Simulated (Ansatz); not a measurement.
Species: SiF2, net charge -1, doublet state. 
Geometry from a B3LYP-D3(BJ)/def2-TZVP (Ansatz, a first-principles code) optimisation:
```xyz
3

Si    -0.0101     0.0144     0.6331
F      1.0678    -0.7137    -0.4595
F     -1.0520     0.6913    -0.5254
```
Charge -1, spin multiplicity 2.

Basis-set convergence of Hartree-Fock and MP2 correlation energies (hartree) with Ansatz. Correlated levels leave the core frozen unless marked. Open shells are spin-unrestricted. No spin-orbit coupling. No relativistic terms. This anion needs diffuse functions, which these sets lack.

```json
[
 {"basis": "cc-pV(D+d)Z", "functions": "51", "E(HF)": "-487.89152", "E(corr, MP2)": "-0.44822"},
 {"basis": "cc-pV(T+d)Z", "functions": "99", "E(HF)": "-487.98696", "E(corr, MP2)": "-0.60504"},
 {"basis": "cc-pV(Q+d)Z", "functions": "174", "E(HF)": "(withheld)", "E(corr, MP2)": "(withheld)"}
]
```

What belongs in the gaps?


- cc-pV(Q+d)Z, E(HF): -488.01609
- cc-pV(Q+d)Z, E(corr, MP2): -0.66454
